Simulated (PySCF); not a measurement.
A calculated (wB97X-V, PySCF 2.14, aug-cc-pCVTZ-DK, scalar relativity by spin-free X2C-1e) atom or ion has these occupied shells.

| shell | electrons | orbital energy (eV) | rms radius, mean of both spins (bohr) |
| --- | --- | --- | --- |
| 1s α | 1 | -1842.6 | 0.129 |
| 1s β | 1 | -1842.4 | 0.129 |
| 2s α | 1 | -184.82 | 0.616 |
| 2s β | 1 | -184.46 | 0.616 |
| 2p α | 3 | -139.23 | 0.598 |
| 2p β | 3 | -138.97 | 0.598 |
| 3s α | 1 | -43.924 | 1.98 |

Question: Name the element and its charge.

Answer: Si³⁺ (silicon, charge +3), in [Ne] 3s1, 2S determinant.
